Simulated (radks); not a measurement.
Neutral sulfur, configuration [Ne] 3s2 3p4 (the NIST ground configuration).

All-electron calculation, non-relativistic Kohn-Sham, PBE, spin-polarised, spherical densities, point nucleus; open shells are filled with parallel spins first; hard spherical wall at 2.5 bohr. Program: a radial shooting solver on a logarithmic mesh with Libxc functionals.

Energy parts (eV):
| part | energy |
|---|---|
| total | -10754.467 |
| kinetic | 11084.558 |
| electron-nucleus | -26315.624 |
| Hartree | 5199.163 |
| exchange-correlation | -722.565 |

Orbitals (lengths in bohr, moments of r in powers of bohr):
\begin{tabular}{lrrrrr}
orbital & occ. & eigenvalue (eV) & <r^2> & <r> & <1/r> \\ \hline
1s up & 1 & -2364.308 & 0.01274 & 0.09733 & 15.55 \\
1s down & 1 & -2363.779 & 0.01273 & 0.09732 & 15.56 \\
2s up & 1 & -182.3170 & 0.2811 & 0.4854 & 3.021 \\
2s down & 1 & -181.8541 & 0.2808 & 0.4853 & 3.019 \\
2p up & 3 & -128.0231 & 0.2540 & 0.4496 & 2.922 \\
2p down & 3 & -127.3493 & 0.2536 & 0.4496 & 2.920 \\
3s up & 1 & 5.1641 & 2.062 & 1.370 & 0.9828 \\
3s down & 1 & 7.8815 & 2.061 & 1.369 & 0.9847 \\
3p up & 3 & 18.8243 & 2.133 & 1.390 & 0.9492 \\
3p down & 1 & 21.5316 & 2.133 & 1.390 & 0.9505 \\
3d up & 0 & 38.4048 & 2.128 & 1.400 & 0.7986 \\
3d down & 0 & 40.9464 & 2.119 & 1.396 & 0.8026 \\
4s up & 0 & 102.4952 & 2.468 & 1.447 & 1.129 \\
4s down & 0 & 104.3687 & 2.468 & 1.447 & 1.132 \\
4p up & 0 & 112.3712 & 2.365 & 1.402 & 1.135 \\
4p down & 0 & 114.2019 & 2.363 & 1.401 & 1.139 \\
\end{tabular}

The highest occupied level is 3p down at 21.532 eV. The electron density at the nucleus is 2679 e/bohr^3. The pressure on the wall is 1900 GPa. Spin moment in Bohr magnetons: 2.
